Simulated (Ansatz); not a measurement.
Q: Name a neutral molecule of C, Cl, Ga, N with ideal-gas entropy at 298 K and 1 bar (rigid rotor, harmonic PBE0-D4/def2-TZVP) between 339 and 355 J/(mol·K) and zero-point energy (PBE0-D4/def2-TZVP) between 21 and 37 kJ/mol (Ansatz, PBE0-D4/def2-TZVP geometry).

A: `N#[C][Ga]([Cl])[Cl]` (351 J/(mol·K), 27.6 kJ/mol). Other molecules can fit too; these were computed, each in one conformer that needn't be the lowest.
